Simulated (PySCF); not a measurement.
**Ar⁺: excitation energy**

Ar⁺ [Ne] 3s2 3p5 (2P) → Ar⁺ [Ne] 3s2 3p4 4s1 (4P), as a difference of total energies. Calculation: PySCF 2.14, in dyall-acv3z; the spin-free X2C one-electron Hamiltonian (Gaussian nucleus). Correlated levels: valence: [Ne] frozen; virtual orbitals above 40 to 60 times the deepest correlated orbital energy dropped. The calculations carry no spin-orbit coupling.

```csv
method,excitation energy (cm⁻¹),error (cm⁻¹)
UHF,128210,-6059
MP2 (valence),132920,-1355
SCS-MP2 (valence),133940,-332
CCSD (valence),132600,-1672
CCSD(T) (valence),132640,-1631
```

Reference: 134270 cm⁻¹ (measured; NIST levels, between the centres of gravity of the two terms).

Errors of the correlated levels include the incompleteness of this basis and the frozen core.
